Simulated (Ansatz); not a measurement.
Relaxation of Cu2Sn2⁺ with UKS PBE-D4/def2-SVP.

```sh
$ ansatz run in.yaml --threads 4 --pin off --events-out ev --progress --plain --max-ram 4787MiB
```

```yaml
crystal:
  periodic: [false, false, false]
  atoms:
    - {symbol: Cu, position_ang: [-0.572347, -0.997959, 1.033603]}
    - {symbol: Cu, position_ang: [0.914023, -0.758589, -0.990444]}
    - {symbol: Sn, position_ang: [-1.299195, 0.637733, -0.878655]}
    - {symbol: Sn, position_ang: [0.957519, 1.118815, 0.835496]}
basis:
  gaussian: {orbitals: def2-SVP}
total_charge: 1
magnetization: {spin_polarized: true, initial_magnetization: 3}
hamiltonian: {xc: pbe, dispersion: d4}
scf: {lower_state_search: "off"}
output: {orbitals: {seedname: orbitals}}
relax: {f_tol: 0.02, max_steps: 100}
```

It took 13 s on 4 threads of Arm Neoverse V1 on a shared host.

Positions (Å) and forces (eV/Å) at steps 1, 2, 3, 4, 6 of 6:

```xyz
4
step=1 energy=-100912.8399 eV
Cu   -0.572   -0.998    1.034    0.480   -0.353   -0.532
Cu    0.914   -0.759   -0.990   -0.317   -0.482    0.553
Sn   -1.299    0.638   -0.879   -1.252    0.168   -0.900
Sn    0.958    1.119    0.835    1.090    0.667    0.879
4
step=2 energy=-100913.1838 eV
Cu   -0.534   -1.002    0.984    0.340    0.134   -0.485
Cu    0.879   -0.775   -0.940   -0.370    0.020    0.481
Sn   -1.454    0.615   -0.995   -0.034   -0.087   -0.036
Sn    1.108    1.161    0.951    0.064   -0.066    0.039
4
step=3 energy=-100913.1953 eV
Cu   -0.527   -0.919    0.952    0.128    0.011   -0.171
Cu    0.842   -0.698   -0.913   -0.124   -0.030    0.172
Sn   -1.550    0.512   -1.077    0.178    0.048    0.137
Sn    1.235    1.106    1.038   -0.182   -0.029   -0.137
4
step=4 energy=-100913.2232 eV
Cu   -0.513   -0.972    0.948    0.075    0.030   -0.108
Cu    0.849   -0.753   -0.906   -0.082    0.005    0.107
Sn   -1.490    0.581   -1.025    0.036   -0.011    0.025
Sn    1.154    1.145    0.983   -0.029   -0.024   -0.024
4
step=6 energy=-100913.2246 eV
Cu   -0.507   -0.974    0.941    0.001   -0.001   -0.002
Cu    0.844   -0.756   -0.898   -0.001   -0.002    0.002
Sn   -1.486    0.584   -1.022   -0.001    0.001   -0.001
Sn    1.149    1.146    0.979    0.001    0.002    0.001
```

In the def2 sets Sn takes a core potential; there is no spin–orbit coupling. At PBE-D4/def2-SVP a doublet of charge 1 lies 1.33 eV below the quartet, each at its own geometry. The structure comes from a short search, and lower isomers may exist.
